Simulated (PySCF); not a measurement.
## Dipole response of Pt²⁺ (platinum, charge +2)

[Xe] 4f14 5d8, high-spin 3F determinant. Calculation: PySCF 2.14, in aug-cc-pVTZ-PP with ECP60MDF; a scalar-relativistic core potential. Coupled (time-dependent) response in atomic units; α is the mean over directions.

| method | mean α (bohr³) | C₆ (like pair) | S(−4) |
| --- | --- | --- | --- |
| B97-3 | 9.417 | 61.04 | 20.01 |

S(−4) is the Cauchy moment in α(ω) = α(0) + S(−4) ω² + …

Spin-orbit coupling is absent.

α(iu) at B97-3:

| u (hartree) | α(iu) (bohr³) |
| --- | --- |
| 0 | 9.417 |
| 0.0500 | 9.368 |
| 0.100 | 9.224 |
| 0.200 | 8.720 |
| 0.300 | 8.059 |
| 0.500 | 6.711 |
| 0.750 | 5.340 |
| 1.00 | 4.316 |
| 1.50 | 2.954 |
| 2.00 | 2.127 |
| 3.00 | 1.230 |
| 5.00 | 0.5454 |

A single London oscillator, α(iu) = α/(1 + u²/ω²), gives C₆ = (3/4) ω α². Matching the computed C₆ needs ω = 4 × 61.04 / (3 × 9.417²) = 0.918 hartree.

For an ion, C₆ is the dispersion term alone; charge-induced terms of lower order in 1/R come first.

Energies and moments cover only the electrons outside the core potential. Spin-orbit coupling, absent here, splits the open shell strongly.
